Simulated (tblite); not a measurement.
Record of a relaxation.

Species: CH6FO3Si3 (doublet state).
Atom-mapped SMILES: `[F:1][Si@:2]1([O:3][SiH3:4])[O:5][CH2:6][SiH:7][O:8]1` (hydrogens: H9, H10, H11 on Si4; H12, H13 on C6; H14 on Si7)

Computed with GFN2-xTB (tblite), gas phase: L-BFGS steps from a force-field or distance-geometry start until the largest atomic force falls under 0.01 eV/Å. 7 of its 64 geometries are shown.

Step 0: E = -748.8764 eV, largest atomic force 3.371 eV/Å
```
atom  x, y, z in Å  |  force x, y, z in eV/Å
F1     -0.282    1.872    0.152    0.717  -2.043   0.402
Si2     0.007    0.229    0.404   -0.580  -0.158   0.382
O3     -1.340   -0.529    1.104    0.921   2.483  -2.086
Si4    -2.785    0.204    0.471    0.225  -0.752   0.362
O5      1.409    0.141    1.385   -2.814   0.605  -0.871
C6      2.270   -0.783    0.833    0.969  -1.448  -0.412
Si7     2.142   -0.376   -0.997   -0.458   0.152  -1.460
O8      0.425   -0.416   -1.131    0.663   1.244   2.952
H9     -3.358   -0.791   -0.460    0.265   0.187   0.230
H10    -3.668    0.432    1.627    0.375  -0.126  -0.087
H11    -2.479    1.467   -0.212   -0.268  -0.318   0.142
H12     1.859   -1.811    0.964    0.557   0.382   0.419
H13     3.299   -0.694    1.224   -0.619  -0.043   0.249
H14     2.501    1.054   -1.106    0.047  -0.166  -0.221
```

Step 10: E = -750.1264 eV, largest atomic force 0.560 eV/Å
```
atom  x, y, z in Å  |  force x, y, z in eV/Å
F1     -0.063    1.895    0.264    0.071   0.009   0.130
Si2     0.013    0.302    0.447    0.055   0.065  -0.139
O3     -1.405   -0.235    0.897   -0.219  -0.067   0.057
Si4    -2.920    0.204    0.430    0.292   0.079   0.061
O5      1.231   -0.085    1.426    0.077  -0.302  -0.160
C6      2.278   -0.861    0.811   -0.309   0.440   0.158
Si7     2.121   -0.393   -1.079    0.058  -0.003   0.370
O8      0.477   -0.264   -0.999    0.082   0.143  -0.165
H9     -3.325   -0.899   -0.470   -0.053   0.332   0.271
H10    -3.548    0.331    1.764   -0.011  -0.078  -0.425
H11    -2.714    1.496   -0.260   -0.376  -0.297   0.111
H12     2.065   -1.913    1.030    0.114   0.059  -0.090
H13     3.184   -0.563    1.334    0.210  -0.061  -0.145
H14     2.605    0.986   -1.336    0.009  -0.320  -0.032
```

Step 21: E = -750.3136 eV, largest atomic force 0.233 eV/Å
```
atom  x, y, z in Å  |  force x, y, z in eV/Å
F1      0.167    1.967    0.511   -0.020   0.036   0.083
Si2     0.058    0.369    0.441   -0.132   0.012  -0.004
O3     -1.423   -0.066    0.801   -0.095   0.056  -0.087
Si4    -2.981    0.228    0.429   -0.221  -0.073  -0.007
O5      1.109   -0.342    1.431   -0.133   0.136   0.093
C6      2.282   -0.865    0.844    0.118  -0.095  -0.078
Si7     2.161   -0.485   -1.059    0.024   0.008  -0.026
O8      0.575   -0.031   -1.036   -0.037  -0.007  -0.036
H9     -3.410   -0.897   -0.409    0.061   0.040   0.043
H10    -3.602    0.224    1.754    0.032   0.038  -0.081
H11    -3.167    1.487   -0.300    0.120  -0.082   0.115
H12     2.305   -1.939    1.064    0.082   0.055   0.052
H13     3.132   -0.388    1.343    0.077  -0.058  -0.116
H14     2.795    0.739   -1.557    0.124  -0.066   0.048
```

Step 32: E = -750.3487 eV, largest atomic force 0.149 eV/Å
```
atom  x, y, z in Å  |  force x, y, z in eV/Å
F1      0.163    1.982    0.617   -0.021   0.028   0.018
Si2     0.052    0.392    0.449   -0.044   0.009   0.016
O3     -1.448   -0.044    0.731   -0.009  -0.030   0.007
Si4    -3.030    0.212    0.425    0.011  -0.029   0.026
O5      1.108   -0.344    1.423    0.013   0.053  -0.043
C6      2.286   -0.864    0.822   -0.058   0.004   0.104
Si7     2.140   -0.517   -1.071   -0.026  -0.093  -0.113
O8      0.590    0.044   -1.038   -0.003   0.052   0.014
H9     -3.440   -0.924   -0.399    0.009   0.020   0.001
H10    -3.652    0.218    1.748    0.067  -0.011  -0.022
H11    -3.202    1.488   -0.264    0.022   0.002  -0.015
H12     2.353   -1.917    1.105    0.029  -0.044   0.002
H13     3.150   -0.347    1.251   -0.028   0.003   0.027
H14     2.930    0.620   -1.540    0.036   0.039  -0.022
```

Step 42: E = -750.3575 eV, largest atomic force 0.095 eV/Å
```
atom  x, y, z in Å  |  force x, y, z in eV/Å
F1      0.107    2.008    0.666   -0.004  -0.017   0.003
Si2     0.046    0.421    0.452   -0.008  -0.008   0.013
O3     -1.438   -0.081    0.711   -0.019   0.002  -0.021
Si4    -3.017    0.200    0.422    0.004   0.035  -0.012
O5      1.100   -0.324    1.417    0.018   0.005  -0.019
C6      2.268   -0.865    0.817   -0.046   0.030   0.077
Si7     2.110   -0.541   -1.084   -0.004  -0.038  -0.011
O8      0.601    0.121   -1.041    0.024   0.011   0.028
H9     -3.446   -0.925   -0.407    0.004   0.010   0.002
H10    -3.605    0.202    1.758    0.002   0.003  -0.007
H11    -3.174    1.483   -0.265    0.008  -0.053   0.029
H12     2.345   -1.910    1.128   -0.027  -0.020  -0.026
H13     3.132   -0.336    1.229    0.025   0.008   0.003
H14     2.970    0.546   -1.546    0.023   0.033  -0.059
```

Step 52: E = -750.3607 eV, largest atomic force 0.057 eV/Å
```
atom  x, y, z in Å  |  force x, y, z in eV/Å
F1      0.080    2.015    0.702   -0.008  -0.002  -0.002
Si2     0.044    0.434    0.456    0.005   0.005  -0.003
O3     -1.434   -0.098    0.681   -0.002  -0.004  -0.007
Si4    -3.017    0.191    0.422    0.014   0.044  -0.033
O5      1.099   -0.308    1.423    0.008   0.002  -0.004
C6      2.260   -0.860    0.825   -0.008   0.010   0.011
Si7     2.112   -0.546   -1.081   -0.027  -0.028   0.006
O8      0.626    0.166   -1.031   -0.007   0.005  -0.001
H9     -3.453   -0.926   -0.412   -0.009   0.003   0.017
H10    -3.589    0.197    1.765   -0.001  -0.006  -0.011
H11    -3.170    1.477   -0.259   -0.010  -0.035   0.025
H12     2.323   -1.907    1.131    0.008  -0.002  -0.002
H13     3.130   -0.337    1.235    0.023  -0.017   0.020
H14     2.988    0.502   -1.600    0.013   0.025  -0.015
```

Step 63: E = -750.3614 eV, largest atomic force 0.009 eV/Å
```
atom  x, y, z in Å  |  force x, y, z in eV/Å
F1      0.061    2.018    0.702    0.005  -0.003  -0.002
Si2     0.045    0.436    0.457    0.000  -0.002  -0.004
O3     -1.431   -0.108    0.671    0.002  -0.001  -0.002
Si4    -3.013    0.192    0.419    0.002   0.003  -0.003
O5      1.109   -0.291    1.426   -0.003   0.004   0.005
C6      2.263   -0.858    0.829    0.000  -0.001  -0.006
Si7     2.114   -0.546   -1.078   -0.004  -0.002   0.004
O8      0.629    0.170   -1.029    0.001   0.000  -0.002
H9     -3.461   -0.926   -0.408    0.000   0.002   0.002
H10    -3.584    0.195    1.762    0.003   0.000   0.003
H11    -3.168    1.478   -0.255   -0.005  -0.007   0.003
H12     2.310   -1.908    1.129   -0.006   0.005  -0.001
H13     3.142   -0.353    1.244   -0.003  -0.002   0.000
H14     2.985    0.502   -1.611    0.006   0.004   0.001
```

Task: Summarise the path.

Result: The energy falls by 1.4850 eV from step 0 to step 63; nine tenths of that is first reached at step 14. It falls at every step. The largest force goes from 3.371 to 0.009 eV/Å. Among the bonds O3–Si4 changes most, from 1.739 to 1.630 Å; the atoms move by 0.492 Å rms after alignment.

What follows is the cost of the whole relaxation. The run took 0.42 s on Arm Neoverse V2, one thread (shared host).
